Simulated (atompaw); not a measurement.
**Scattering properties, PAW (atompaw) potential for Ho**

holmium, PAW, made with atompaw 4.2.0.5 (LDA (PW92), scalar-relativistic). Core [Kr] 4d10, reference 4f11 5s2 5p6 5d0 6s2 6p0. Waves: 5s (bound): rc 1.45 bohr; 6s (bound): rc 1.80 bohr; 5p (bound): rc 1.60 bohr; 6p (bound, empty): rc 3.00 bohr; 5d (bound, empty): rc 3.00 bohr; 5d channel at 0.25 Ry: rc 3.00 bohr; 4f (bound): rc 0.85 bohr; 4f channel at 4.55 Ry: rc 0.85 bohr. Local part: bessel scheme, radius 2.80 bohr. Core correction: smooth core density matched at 2.35 bohr. Augmentation charge: sinc compensation charge, radius 2.95 bohr; PAW radius 3.00 bohr; waves and projectors: custom rrkj vanderbiltortho.

The phase is arctan(r·u′/u) with u = r·R(r), unwrapped; energies in Ry, scanned from -6 to 5 Ry. A pole is an energy at which the radial function vanishes at the test radius. The pseudo phase is shifted by a multiple of π to meet the all-electron one at the reference energy, and phase errors are pseudo minus all-electron; the curves can meet again beyond the range given. Levels narrower than the energy grid can be missing from the lists of poles.

```json
{"channel": "s", "radius (bohr)": "3.01", "reference energy (Ry)": "-0.29", "poles, all-electron": "-3.68, 1.99", "poles, pseudo": "-3.68, 1.98", "unbroken range about the reference energy with phases within 0.05 rad": "below 4.4", "phase error 1 Ry above the reference energy (rad)": "-0.000"}
{"channel": "p", "radius (bohr)": "3.01", "reference energy (Ry)": "-0.09", "poles, all-electron": "-1.81, 3.27", "poles, pseudo": "-1.81, 2.84", "unbroken range about the reference energy with phases within 0.05 rad": "below 0.9", "phase error 1 Ry above the reference energy (rad)": "-0.050"}
{"channel": "d", "radius (bohr)": "3.01", "reference energy (Ry)": "-0.09", "poles, all-electron": "0.63", "poles, pseudo": "0.63", "unbroken range about the reference energy with phases within 0.05 rad": "below 2.0", "phase error 1 Ry above the reference energy (rad)": "+0.001"}
{"channel": "f", "radius (bohr)": "3.01", "reference energy (Ry)": "-0.25", "poles, all-electron": "-0.22, 3.32", "poles, pseudo": "-0.22, 3.36", "unbroken range about the reference energy with phases within 0.05 rad": "below 1.0", "phase error 1 Ry above the reference energy (rad)": "+0.026"}
```

Phases in the p channel:

```tsv
E (Ry)	all-electron	pseudo
-6.00	1.427	1.426
-5.76	1.424	1.423
-5.52	1.420	1.419
-5.28	1.416	1.415
-5.04	1.412	1.411
-4.80	1.407	1.406
-4.56	1.402	1.400
-4.32	1.396	1.394
-4.08	1.389	1.388
-3.84	1.381	1.380
-3.60	1.372	1.371
-3.36	1.362	1.360
-3.12	1.348	1.347
-2.88	1.330	1.328
-2.64	1.303	1.301
-2.40	1.253	1.251
-2.16	1.089	1.086
-1.92	-1.253	-1.253
-1.68	-1.673	-1.674
-1.44	-1.752	-1.753
-1.20	-1.798	-1.798
-0.96	-1.837	-1.838
-0.72	-1.879	-1.880
-0.48	-1.931	-1.931
-0.24	-1.999	-1.999
0.00	-2.100	-2.100
0.24	-2.263	-2.265
0.48	-2.559	-2.568
0.72	-3.087	-3.121
0.96	-3.703	-3.754
1.20	-4.100	-4.145
1.44	-4.313	-4.352
1.68	-4.437	-4.472
1.92	-4.517	-4.551
2.16	-4.573	-4.607
2.40	-4.615	-4.651
2.64	-4.648	-4.687
2.88	-4.676	-4.718
3.12	-4.699	-4.747
3.36	-4.720	-4.775
3.60	-4.740	-4.805
3.84	-4.759	-4.838
4.08	-4.778	-4.876
4.32	-4.797	-4.925
4.56	-4.818	-4.992
4.80	-4.842	-5.097
```
